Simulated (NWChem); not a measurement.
Species: SiBrF3; SMILES F[Si](Br)(F)F

```xyz
5

F     -0.1398     1.4838     1.3585
Si     0.0000     0.0000     0.7943
F      1.3549    -0.6208     1.3585
F     -1.2151    -0.8630     1.3585
Br     0.0000     0.0000    -1.3704
```
Atoms are numbered in this order, from 1.

Computed with NWChem. Geometry optimised at PBE0/def2-SVP; all other runs use it. This build's default masses of Se (78.918 u) and Br (79.917 u) are each other's, which moves their modes by up to 0.6 %.

| quantity | level | value |
|---|---|---|
| isotropic polarisability (bohr³), static | PBE/def2-SVPD | ___ |
| vertical, lowest excitation, singlet (eV) | PBE/def2-SVPD, TDA | 6.90 |
| −ε(HOMO) (eV) | PBE/def2-SVP | 8.11 |
| solvation free energy (kcal/mol) in water | PBE0/def2-SVP, SMD | ___ |
| dipole (D) | PBE0/def2-SVP | ___ |
| highest harmonic frequency (cm⁻¹) | PBE0/def2-SVP | 1014 |

Question: Some entries are withheld; supply them.

Answer: 
- isotropic polarisability (bohr³), static, value: 45.3
- solvation free energy (kcal/mol) in water, value: 0.9
- dipole (D), value: 0.94
